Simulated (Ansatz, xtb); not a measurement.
# Two structures of BFGeH4P

We compare X, a doublet given by its coordinates, with Y, `B[PH][GeH][F]`, a doublet. Both are isolated molecules in the gas phase, relaxed with r2SCAN-D4/def2-SVP; the shapes shown needn't be the lowest conformers.

X (Å):

```yaml
atoms:
  - { symbol: B, position_ang: [-1.1360, -1.4773, 0.6659] }
  - { symbol: F, position_ang: [0.8615, 0.6637, -0.5076] }
  - { symbol: Ge, position_ang: [0.5793, 0.1250, 1.1560] }
  - { symbol: P, position_ang: [0.5870, -2.2519, 0.3978] }
  - { symbol: H, position_ang: [-1.6688, -1.7191, 1.7215] }
  - { symbol: H, position_ang: [-1.6959, -0.9726, -0.2746] }
  - { symbol: H, position_ang: [0.9072, -2.5675, -0.9410] }
  - { symbol: H, position_ang: [0.8314, -3.4289, 1.1427] }
```

Close contacts (Å): B1–Ge3 2.40, B1–P4 1.91, F2–Ge3 1.77, Ge3–P4 2.49, B1–H5 1.21, B1–H6 1.21, P4–H7 1.41, P4–H8 1.41.

Y (Å):

```xyz
8

B    -0.2103    0.0674   -0.8879
F    -1.7042    0.5003    2.3224
Ge   -0.2938   -0.5287    2.4762
P    -0.0099   -1.3275    0.3222
H    -0.7459   -1.6625    3.4514
H    -1.1192    0.8385   -0.7212
H     0.4784    0.0949   -1.8758
H     1.3444   -1.7549    0.2724
```

Energies in hartree; the thermal terms are from r2SCAN-D4/def2-SVP harmonic frequencies (ideal gas, rigid rotor, one conformer each, 298.15 K, 1 atm) and include the zero-point energy:

|  | X | Y |
| --- | --- | --- |
| E, CCSD(T)/def2-SVP | −2542.732577 | −2542.731670 |
| E, MP2/def2-SVP | −2542.676724 | −2542.677796 |
| E, MP2/def2-TZVPP | −2543.361259 | −2543.358058 |
| zero-point energy | 0.039998 | 0.039734 |
| H(298 K) − E | 0.047900 | 0.047489 |
| G(298 K) − E | 0.008055 | 0.007050 |

Question: Correct the CCSD(T) difference for the basis set by the MP2 change, then work out ΔE, ΔE₀, ΔH and ΔG for X → Y in kJ/mol (1 Eh = 2625.50 kJ/mol) and the equilibrium ratio [Y]/[X].

Answer: 1. Differences Y − X: CCSD(T) +0.000907, MP2 in the small set −0.001072, MP2 in the large set +0.003201 Eh.
2. ΔE = +0.000907 + (+0.003201 − (−0.001072)) = +0.005180 Eh = +13.60 kJ/mol.
3. ΔE₀ = ΔE + ΔZPE = +0.005180 + (−0.000264) Eh = +12.91 kJ/mol.
4. ΔH = ΔE + (−0.000411) Eh = +12.52 kJ/mol.
5. ΔG = ΔE + (−0.001005) Eh = +10.96 kJ/mol, so ΔS = (ΔH − ΔG)/T = +5.2 J/(mol K).
6. kT = 0.9442 mEh, so K = [Y]/[X] = exp(−ΔG/kT) = exp(−4.42) ≈ 0.012.

The sums favour X, but ΔE leans on the basis-set step (CCSD(T) alone has the other sign or is under 1 kcal/mol), so the order isn't settled. An error of 4 kJ/mol in ΔG would change K by a factor of 5. HF/def2-SVP, MP2/def2-SVP gave ΔE the other sign. Mirror images and further conformers aren't counted.

Other levels gave ΔE = +22.6 (r2SCAN-D4/def2-SVP); −30.0 (HF/def2-SVP); −2.8 (MP2/def2-SVP); +2.4 (CCSD(T)/def2-SVP) kJ/mol. Open shells are spin-unrestricted. The correlated steps freeze 16 core orbitals; the filled d shell of Ge is correlated, in a basis made for valence electrons. Programs: Ansatz 0.2.0.
